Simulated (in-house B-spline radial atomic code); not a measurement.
The numbers below are computed, except where a source is named.
H in an electron gas of r_s = 2: phase shifts, screening, friction and resistivity

A nucleus sits in a uniform electron gas with a rigid positive background. The Kohn-Sham equations are solved self-consistently in the spin-unpolarised LDA (PW92), non-relativistic, on B-splines with outgoing waves at the boundary and partial waves to l = 8. The model has no lattice, no bands and no magnetic solution. Atomic units; δ_l are the phase shifts at the Fermi level, counted so that each bound state adds π, and good to about 0.0005.

The density parameter is r_s = 2 bohr, near that of the valence electrons of Si (4 per atom, density 2.33 g/cm³, mass 28.09 u, which gives r_s = 2.01).

```tsv
l	δ_l (rad)
0	1.0471
1	0.1239
2	0.0223
3	0.0043
4	0.0008
5	0.0002
6	0.0000
7	0.0000
8	0.0000
```

Bound levels below the band bottom (hartree): s -0.0001137.

(1) Check the Friedel sum rule, and say where the screening charge sits.

(2) Find the transport cross section and the electronic stopping of a 0.2 keV H ion (mass 1.01 u).

(3) What residual resistivity would 1 atomic per cent of such centres give in a metal of this density?

(4) On a substitutional site the background of one host ion, a sphere holding 4 charges, is taken out. The phase shifts for l = 0 to 4 become 0.0954, -0.7014, -0.3210, -0.1079, -0.0280. What follows?

Answers

(1) k_F = (9π/4)^(1/3)/r_s = 0.95958. The rule is Z = (2/π) Σ (2l + 1) δ_l. The terms are s 0.667, p 0.237, d 0.071, f 0.019 and 0.006 beyond, in all 0.999 against Z = 1. Bound states hold 2 s, 0 p, 0 d electrons, so the scattering states carry -1.00 in all; where a term is smaller than its bound count, the bound level has drawn weight out of the band.

(2) σ_tr = (4π/k_F²) Σ (l + 1) sin²(δ_l − δ_(l+1)). The terms for l = 0 to 3 are 0.6361, 0.0206, 0.0010, 0.0000, all together 0.6577, so σ_tr = 13.647 × 0.6577 = 8.975 bohr². With n = 3/(4π r_s³) = 0.02984, the friction coefficient is Q = n k_F σ_tr = 0.2570. For v well below v_F = 0.960, dE/dx = Q v; with 24801 eV per u at v = 1, v = √(200/(24801 × 1.01)) = 0.0894, so dE/dx = 0.02297 hartree/bohr = 11.8 eV/nm. The largest term couples the s and p waves.

(3) Δρ = k_F n_i σ_tr/n in atomic units of 21.74 μΩ·cm. With one host atom per 4 electrons, n_i/n = 0.01/4, so Δρ = 0.9596 × 0.00250 × 8.975 × 21.74 = 0.47 μΩ·cm. This is an atom added to the gas, as on an interstitial site.

(4) The Friedel sum is now -3.00, for Z − 4 = -3. The sum in σ_tr is 0.9493, so σ_tr = 12.96 bohr² and Δρ = 0.68 μΩ·cm per atomic per cent, 1.44 times the value above. A real host ion scatters too, so this model doesn't give zero even for the host's own atom.
